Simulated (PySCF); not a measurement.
C4H4BNO, SMILES N#CC1=CCB1O.

The structure is a stationary point at PBE0-D3(BJ)/def2-SVP. This is a generated structure with no PubChem entry under its InChIKey; it may be hypothetical. The values are those of a single conformer.

Level of theory: PBE/def2-TZVP in PySCF.

Symmetry labels are those of the subgroup Cs that the program uses (full group Cs).

Computed valence orbital energies around the gap with their symmetry:
```csv
orbital,symmetry,energy (eV)
HOMO−7,A',-10.33
HOMO−6,A",-9.41
HOMO−5,A',-9.14
HOMO−4,A",-9.04
HOMO−3,A',-8.37
HOMO−2,A',-7.94
HOMO−1,A',-7.44
HOMO,A",-6.97
LUMO,A",-2.81
LUMO+1,A",-0.99
LUMO+2,A',-0.49
LUMO+3,A',-0.28
```
